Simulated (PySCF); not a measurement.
# Electron correlation in Mo(2+) (molybdenum, charge +2)

[Kr] 4d3 5p1, one real determinant (an excited configuration). Computed with PySCF 2.14 in aug-cc-pVTZ-PP with ECP28MDF, with scalar relativity through the core potential. Frozen: 4s2 4p6; 4 electrons correlated.

```
  level  correlation energy (mhartree)
   CCSD                         -32.88
    (T)                          -1.02
CCSD(T)                         -33.90
```

Diagnostics: T1 = 0.0072, D1 = 0.0193, largest double amplitude 0.101.

The real determinant used has ⟨L²⟩ near 14 against 20 for a pure G term, so it mixes terms.

Cost of the coupled-cluster step: roughly 11 core-seconds, for 4 correlated electrons.

Iterations:

```
CC2 = 0
CCSD nocc = (np.int64(4), np.int64(0)), nmo = (84, 84)
frozen orbitals [[0, 1, 2, 3], [0, 1, 2, 3]]
max_cycle = 100
direct = 0
conv_tol = 1e-08
conv_tol_normt = 1e-06
diis_space = 8
diis_start_cycle = 0
Init t2, MP2 energy = -0.0258375965560568
Init E_corr(UCCSD) = -0.0258375965573862
cycle = 1  E_corr(UCCSD) = -0.0301168183031804  dE = -0.00427922175  norm(t1,t2) = 0.0247975
cycle = 2  E_corr(UCCSD) = -0.0310707748397419  dE = -0.000953956537  norm(t1,t2) = 0.0134872
cycle = 3  E_corr(UCCSD) = -0.0317908119792242  dE = -0.000720037139  norm(t1,t2) = 0.010397
cycle = 4  E_corr(UCCSD) = -0.0319711800209852  dE = -0.000180368042  norm(t1,t2) = 0.00784929
cycle = 5  E_corr(UCCSD) = -0.0323971382334662  dE = -0.000425958212  norm(t1,t2) = 0.00597769
cycle = 6  E_corr(UCCSD) = -0.0326351037428701  dE = -0.000237965509  norm(t1,t2) = 0.00413871
cycle = 7  E_corr(UCCSD) = -0.0327594671556883  dE = -0.000124363413  norm(t1,t2) = 0.00240597
cycle = 8  E_corr(UCCSD) = -0.0327645653279584  dE = -5.09817227e-06  norm(t1,t2) = 0.00189479
cycle = 9  E_corr(UCCSD) = -0.0329018308799263  dE = -0.000137265552  norm(t1,t2) = 0.00122686
cycle = 10  E_corr(UCCSD) = -0.0328716861993538  dE = 3.01446806e-05  norm(t1,t2) = 0.000575445
cycle = 11  E_corr(UCCSD) = -0.0328790458220939  dE = -7.35962274e-06  norm(t1,t2) = 0.000178232
cycle = 12  E_corr(UCCSD) = -0.032880452483072  dE = -1.40666098e-06  norm(t1,t2) = 5.6119e-05
cycle = 13  E_corr(UCCSD) = -0.0328808593908851  dE = -4.06907813e-07  norm(t1,t2) = 1.47129e-05
cycle = 14  E_corr(UCCSD) = -0.0328808877012165  dE = -2.83103314e-08  norm(t1,t2) = 6.55636e-06
cycle = 15  E_corr(UCCSD) = -0.0328808517473219  dE = 3.59538945e-08  norm(t1,t2) = 2.00195e-06
cycle = 16  E_corr(UCCSD) = -0.0328808420133332  dE = 9.73398867e-09  norm(t1,t2) = 6.85564e-07
UCCSD converged
E(UCCSD) = -66.25829864377584  E_corr = -0.03288084201333323
UCCSD(T) correction = -0.00101514323476257
```

The reference is one real determinant that mixes LS terms of this configuration.
